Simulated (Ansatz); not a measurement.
Input file for Ansatz (a first-principles code): U-wB97X-V/def2-TZVPP on InGa, 2S+1 = 3, a spin state set in the input, which need not be the lowest, a point of a bond scan (R = 2.882 Å). Elements past Kr take the def2 small-core potentials; no spin–orbit coupling.

Ansatz 0.2 input:
```yaml
crystal:
  periodic: [false, false, false]
  atoms:
    - {symbol: Ga, position_ang: [0.00000000, 0.00000000, 0.00000000]}
    - {symbol: In, position_ang: [0.00000000, 0.00000000, 2.88176600]}
basis:
  gaussian:
    orbitals: def2-TZVPP
    pivot_positions_ang: [[0.00000000, 0.00000000, 0.00000000], [0.00000000, 0.00000000, 2.88176600]]
hamiltonian:
  xc: {name: wB97X-V}
magnetization: {spin_polarized: true, initial_magnetization: 2}
output: {forces: true, orbitals: {seedname: ./end}}
```

It printed:

```
WARN ansatz: RAYON_NUM_THREADS=1 ignored (pool sized by the plan → 1); use --threads N
Functional definition: wB97X-V
integrals: 0.05 GiB planned
859 factors; integrals over basis functions are off by at most 2.7e-4 eV
integrals: 0.12 GiB planned
211 factors; integrals over basis functions are off by at most 1.3e-5 eV
mean field: 0.81 GiB planned
mean field evaluation 1: about -57544.6019 eV, gradient 9.5e0 eV
mean field evaluation 2: about -57544.6887 eV, gradient 9.8e0 eV
mean field evaluation 4: about -57544.8304 eV, gradient 3.4e-1 eV
mean field evaluation 8: about -57544.8359 eV, gradient 2.2e-2 eV
mean field evaluation 16: about -57544.8359 eV, gradient 2.3e-5 eV
mean field evaluation 32: about -57545.2646 eV, gradient 2.4e-5 eV
mean field -57545.26463142 eV, -2114.7494696233 hartree, gradient 2.1e-5 eV, S^2 2.011619; 7 other end points of the search recorded, 0 dependent functions left out
the calculation of the forces begins
reference -57545.26463340 eV, -2114.7494696963 hartree; 27, 25 occupied and 71, 73 virtual orbitals, 859 factors
Total energy: -57545.26463340 eV, -2114.7494696963 hartree
Atom 0 at     0.000000     0.000000     0.000000 Å, force    -0.000000     0.000000     0.201541 eV/Å
Atom 1 at     0.000000     0.000000     2.881766 Å, force    -0.000000    -0.000000    -0.201541 eV/Å
Dipole moment:    -0.000000     0.000000     0.085141 e Å
```

Self-consistency was reached.

Cost: about 30 core-seconds (a rough figure).
